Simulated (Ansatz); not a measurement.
The same path of BFGaH$_{3}$O (7 atoms, charge 0, multiplicity 1) was run twice with different band settings. The coordinate that changes most is the angle Ga2–O3–H7.

Method: RKS PBE0/def2-SVP in Ansatz.

Relaxed end points:

```xyz
7
Properties=species:S:1:pos:R:3
B -0.969 1.213 -0.310
Ga 0.124 -0.505 0.057
O 1.844 -0.574 0.502
F -0.582 -2.121 -0.043
H -1.039 1.678 -1.421
H -1.556 1.777 0.580
H 2.178 -1.468 0.633
```

```xyz
7
Properties=species:S:1:pos:R:3
B -0.855 1.138 -0.280
Ga 0.036 -0.708 0.044
O 1.690 -1.185 0.500
F -0.938 -2.160 -0.134
H -0.868 1.640 -1.377
H -1.383 1.741 0.623
H 2.318 -0.467 0.625
```

Common settings: movable images 5; climbing image yes; spring 5.0 eV/Å²; optimiser quadratic models (default); start path IDPP; force threshold 0.03 eV/Å; end points relaxed.

| run | iteration limit |
| --- | --- |
| 1 | 60 |
| 2 | 6 |

(1) What does each run give, and how far can it be trusted?

Results:

(1) Run 1: converged after 6 iterations, highest image 0.380 eV above the first end. A vibrational analysis at the climbing image gives 2 clearly imaginary modes (612i, 448i cm⁻¹): a point of higher order, so a lower path passes nearby.
Run 2: converged after 6 iterations, highest image 0.380 eV above the first end. Another band between the same ends (5 images) ends at a top of the same energy, where a vibrational analysis finds 2 clearly imaginary modes.
